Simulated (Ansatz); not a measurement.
`FC(F)=CC(F)(F)F` + H₂ → `FC(F)=CC(F)F` + H–F at 400 K and 1 bar (hydrogenolysis of a C–F bond).

Program: Ansatz. Geometries: PBE0-D4/def2-TZVP. ΔE: electronic, gas phase. CCSD(T)/CBS adds triple-zeta CCSD(T) − MP2 to the extrapolated MP2 energy (def2 sets, frozen cores). This one scheme is used for every species. Each species was taken in one conformer, which may not be the lowest.

| species | CCSD(T)/CBS energy (Eh) | H − E (kJ/mol) | S (J/(mol·K)) |
| --- | --- | --- | --- |
| `FC(F)=CC(F)(F)F` | -613.68364 | 144.8 | 396.4 |
| H₂ | -1.17544 | 38.0 | 139.0 |
| `FC(F)=CC(F)F` | -514.48665 | 163.8 | 374.6 |
| H–F | -100.39570 | 36.5 | 182.2 |

H − E and S are ideal-gas, rigid-rotor, harmonic terms from PBE0-D4/def2-TZVP, for one conformer and one mirror image of each species. For small species the MP2-based limit differs from directly extrapolated CCSD(T) by up to some mEh (0.8 for H₂); such offsets cancel only in part. 1 Eh = 2625.50 kJ/mol, R = 8.31446 J/(mol·K).

**Question.** By hand: ΔE, ΔH, ΔS and ΔG.

**Answer.** ΔE = (-514.48665) + (-100.39570) − (-613.68364) − (-1.17544) = -0.02327 Eh = -61.1 kJ/mol. Δ(H − E) = 163.8 + 36.5 − 144.8 − 38.0 = 17.5, so ΔH = -43.6 kJ/mol. ΔS = 374.6 + 182.2 − 396.4 − 139.0 = 21.4 J/(mol·K). ΔG = -43.6 − 400 × (21.4)/1000 = -52.2 kJ/mol.

**Question.** By hand: the equilibrium constant, and the temperature at which ΔG would vanish if ΔH and ΔS stayed fixed.

**Answer.** log₁₀ K = −ΔG/(RT ln 10) = 6.8. ΔH and −TΔS have one sign here, so there is no such temperature.

ΔH outweighs TΔS. A doubt of 5 kJ/mol in ΔE shifts log₁₀ K by 0.7 here. Other conformers and mirror images would add mixing entropy, several J/(mol·K) or more a flexible species. Modes under 60 cm⁻¹, often nearly free rotors, make the harmonic entropy too high. These are equilibria of isolated gas molecules and say nothing of rates. Largest T1 diagnostic: 0.013 (customary marks: 0.02 for closed shells, 0.045 for open ones).
